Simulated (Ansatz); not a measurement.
Consider the redistribution: `N[Si](N)(F)Cl` + `C=NB[SiH3]` → `C=N[Si](N)(N)F` + `[SiH3]BCl`.

Calculated with Ansatz (gas phase, PBE0-D4/def2-TZVP geometries, no zero-point term in ΔE). CCSD(T)/CBS adds triple-zeta CCSD(T) − MP2 to the extrapolated MP2 energy (def2 sets, frozen cores). This one scheme is used for every species. DFT in def2-TZVPP. Each species was taken in one conformer, which may not be the lowest.

Q: Is it downhill or uphill in electronic energy at CCSD(T)/CBS, and by how much? (Estimate.)

A: Computed: Uphill: ΔE = +92.7 kJ/mol.

Q: What do these levels give: PBE, r2SCAN, MP2/def2-TZVPP, CCSD(T)/def2-TZVPP, MP2/def2-QZVPP, HF/CBS(def2)? (Best estimate.)

A: Ansatz gave: PBE 116.4, r2SCAN 111.5, MP2/def2-TZVPP 92.6, CCSD(T)/def2-TZVPP 90.1, MP2/def2-QZVPP 94.1, HF/CBS(def2) 73.7 kJ/mol.

Largest T1 diagnostic among the species: 0.017.

In def2-TZVPP, CCSD(T) changes the Hartree–Fock value by +16.5 kJ/mol (the triples alone add +2.8 kJ/mol) and MP2 by +19.0 kJ/mol. From PBE to PBE0 (25 % exact exchange), in def2-TZVPP and without D4, ΔE moves by −8.8 kJ/mol.
